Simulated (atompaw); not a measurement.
## Cutoff test, niobium (Nb), PAW (atompaw)

| Item | Value |
| --- | --- |
| Element | niobium |
| Generator | atompaw 4.2.0.5 |
| Type | PAW |
| Functional | PBE |
| Relativity | scalar-relativistic |
| Frozen core | [Ar] 3d10 |
| Valence charge | 13 |
| Reference configuration | 4s2 4p6 4d4 5s1 5p0 |
| Partial waves | 4s (bound): rc 1.65 bohr; 5s (bound): rc 1.95 bohr; 4p (bound): rc 1.35 bohr; 5p (bound, empty): rc 2.20 bohr; 4d (bound): rc 2.20 bohr; 4d channel at 0.15 Ry: rc 2.20 bohr |
| Local potential | troulliermartins scheme with l = 3 at 1 Ry, radius 2.00 bohr |
| Core correction | smooth core density matched at 1.20 bohr |
| Augmentation charge | sinc compensation charge, radius 1.95 bohr; PAW radius 2.20 bohr; waves and projectors: custom polynom vanderbiltortho |

The pseudo-atom Hamiltonian at the reference potential is diagonalised in spherical Bessel functions j_l(qr) that vanish at 20 bohr, with q² up to the cutoff. All-electron valence levels (Ry): 4s -4.2919, 5s -0.2927, 4p -2.5373, 5p -0.0816, 4d -0.2235.

Problem. How do the lowest levels (Ry) of each channel move with the cutoff, and are there ghosts?

Solution.

| cutoff (Ry) | s #1 | s #2 | p #1 | p #2 | d #1 | f #1 | Σ f·Δε (mRy) |
| --- | --- | --- | --- | --- | --- | --- | --- |
| 8 | -4.1875 | -0.2822 | -0.8808 | -0.0478 | -0.0670 | 0.1018 | 10783.7 |
| 15 | -4.2900 | -0.2925 | -2.4687 | -0.0815 | -0.2144 | 0.1018 | 451.6 |
| 21 | -4.2915 | -0.2926 | -2.5313 | -0.0815 | -0.2228 | 0.1018 | 39.2 |
| 35 | -4.2919 | -0.2927 | -2.5362 | -0.0816 | -0.2234 | 0.1018 | 6.7 |
| 45 | -4.2919 | -0.2927 | -2.5370 | -0.0816 | -0.2234 | 0.1018 | 1.6 |
| 60 | -4.2919 | -0.2927 | -2.5372 | -0.0816 | -0.2235 | 0.1018 | 0.4 |
| 400 | -4.2919 | -0.2927 | -2.5372 | -0.0816 | -0.2235 | 0.1018 | 0.0 |

Result: no extra level below or beside the all-electron valence levels (s, p, d, f tested); 10 mRy is reached at 30 Ry and 1 mRy at 50 Ry.
